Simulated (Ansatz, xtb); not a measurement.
## A geometry optimisation of C3H9AlO with r2SCAN-D4/def2-SVP

The starting geometry of this gas-phase singlet was built from a drawn formula by distance geometry and a force field; its bonds are those of `[CH3][AlH][C@@H](C)O`.

```xyz
14

C    -0.3722   -2.1271   -1.5041
C     1.2393    0.5749    0.0037
C     2.2382   -0.5469    0.2901
Al   -0.3333   -0.2090   -1.0186
O     1.8132    1.5866   -0.7655
H    -1.2792   -2.3542   -2.0441
H     0.4944   -2.3888   -2.1641
H    -0.3516   -2.7497   -0.5616
H    -1.5533    0.7300   -1.4375
H     0.8980    0.9301    0.9558
H     1.8259   -1.3422    0.8907
H     2.6228   -1.0028   -0.6582
H     3.1176   -0.1122    0.8148
H     1.2600    2.3197   -0.7346
```

Question: Predict what it relaxes into with r2SCAN-D4/def2-SVP.

Answer: A new bond forms, giving a structure given below by its coordinates. Distances that change by over a tenth: C2–O5 (1.39 → 1.55 Å). Contacts that close: Al4–O5 (2.81 → 1.97 Å).

The energy falls by 0.71 eV over 25 steps:

```csv
step,E − E(last) (eV)
1,0.714
4,0.378
6,0.180
9,0.042
12,0.011
14,0.007
17,0.003
20,0.001
22,0.000
25,0.000
```

Final geometry (Å):

```yaml
atoms:
  - { symbol: C, position_ang: [-0.4103, -1.9500, -1.7541] }
  - { symbol: C, position_ang: [1.1698, 0.3107, 0.2670] }
  - { symbol: C, position_ang: [2.4394, -0.4478, 0.5319] }
  - { symbol: Al, position_ang: [-0.3964, -0.2519, -0.7832] }
  - { symbol: O, position_ang: [1.1990, 0.8378, -1.1923] }
  - { symbol: H, position_ang: [-0.8256, -1.8433, -2.7714] }
  - { symbol: H, position_ang: [0.5971, -2.3886, -1.8547] }
  - { symbol: H, position_ang: [-1.0375, -2.7007, -1.2404] }
  - { symbol: H, position_ang: [-1.6626, 0.7161, -0.7034] }
  - { symbol: H, position_ang: [1.0700, 1.1942, 0.9182] }
  - { symbol: H, position_ang: [2.3989, -0.8512, 1.5575] }
  - { symbol: H, position_ang: [2.5575, -1.3036, -0.1511] }
  - { symbol: H, position_ang: [3.3451, 0.1814, 0.4538] }
  - { symbol: H, position_ang: [1.1755, 1.8053, -1.2109] }
```

From the same start GFN2-xTB reaches the same bonding as this run.

No frequencies were run, so the end isn't proven a minimum. Run with Ansatz 0.2.0, 3.7 min on 2 threads of Intel(R) Xeon(R) Processor @ 2.50GHz (Skylake/Cascade Lake), with other jobs on the host.
